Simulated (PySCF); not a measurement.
H5GeNO (SMILES [NH2][GeH2][OH]), singlet, at a GFN2-xTB geometry.

Input for PySCF:
```python
from pyscf import gto, scf, dft
from pyscf.prop import polarizability

mol = gto.Mole()
mol.atom = '''
    Ge   -0.22886294   -0.24881406    0.06256490
    N     1.53218929   -0.51172173   -0.18667527
    O    -0.55030496    1.47563485   -0.07070189
    H    -0.59523862   -0.71190260    1.44232860
    H    -0.98202039   -0.97384552   -1.01424207
    H     1.88681255   -0.26139739   -1.09995179
    H     2.13928287   -0.09041515    0.50356533
    H    -1.44810770    1.77658370    0.03856520
'''
mol.basis = '6-31g'
mol.verbose = 4
mol.build()

mf = dft.RKS(mol)
mf.xc = 'pbe0'
mf.kernel()
alpha = mf.Polarizability().polarizability()[2, 2]
print('alpha_zz =', alpha)
```

### Question
What does this run give for the HOMO-LUMO gap, HOMO energy, Mulliken (on the basis functions themselves) charges in atom order, nuclear repulsion energy, number of basis functions?

### Answer

```json
{
 "HOMO-LUMO gap": "8.19 eV",
 "HOMO energy": "-7.29 eV",
 "Mulliken (on the basis functions themselves) charges in atom order": "Ge1 0.82, N2 -0.92, O3 -0.79, H4 -0.09, H5 -0.09, H6 0.33, H7 0.33, H8 0.39",
 "nuclear_repulsion_energy": "220.1504 Eh",
 "number_of_basis_functions": "55"
}
```
